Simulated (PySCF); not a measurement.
Species, as SMILES: BN (BH2-NH2).
Geometry (B3LYP-D3(BJ)/def2-TZVP, fixed):
```
B
N 1 1.3876
H 2 1.0069 1 123.31
H 2 1.0069 3 113.37 1 180.00
H 1 1.1928 2 119.04 3 0.00
H 1 1.1928 5 121.92 2 180.00
```
Charge 0, spin multiplicity 1.

Basis-set convergence of the mean static polarisability at PBE with PySCF. All functions are spherical. Density fitting with generated auxiliary sets. In sets without p functions on hydrogen, species with hydrogen take exact integrals. No added dispersion term, no relativity. Reference: the value in d-aug-cc-pVTZ, 27.92 bohr³, itself unsure by roughly 0.3 % (its mean distance from aug-pcseg-2, aug-cc-pVTZ). Deviations are taken from unrounded values. Cost is core time over that of cc-pVDZ, rough, on shared machines of one kind; a dash marks a row that isn't timed (too short, read off another run, short of memory, by another algorithm or on other hardware).

| basis | functions | cost |
|---|---|---|
| def2-SV(P) | 36 | - |
| 6-31+G* | 44 | - |
| cc-pVDZ | 48 | 1× |
| def2-SVP | 48 | 0.9× |
| 6-311+G** | 68 | 2× |
| def2-TZVP | 86 | 2× |
| 6-311++G(2d,2p) | 94 | 2× |
| cc-pVTZ | 116 | 3× |
| def2-TZVPP | 118 | 3× |
| 6-311++G(3df,3pd) | 150 | 5× |
| cc-pVQZ | 230 | 9× |
| def2-QZVPP | 234 | 8× |

**Question.** Which is the smallest set listed that can be trusted to 2 % here, that is, within that of the reference together with its larger relatives (same family, alike in diffuse functions; a set with none to test it counts only in the reference's own line)?

**Answer.** Of the sets listed that have larger relatives (same family, alike in diffuse functions), none stays within 2 % of the reference together with them. Inside, with no larger relative to test it: 6-311++G(3df,3pd). Value minus reference over the reference: def2-SV(P) -25.8, 6-31+G* -15.8, cc-pVDZ -22.4, def2-SVP -23.4, 6-311+G** -10.8, def2-TZVP -10.5, 6-311++G(2d,2p) -5.4, cc-pVTZ -11.3, def2-TZVPP -9.1, 6-311++G(3df,3pd) -1.3, cc-pVQZ -6.2, def2-QZVPP -4.5 %.
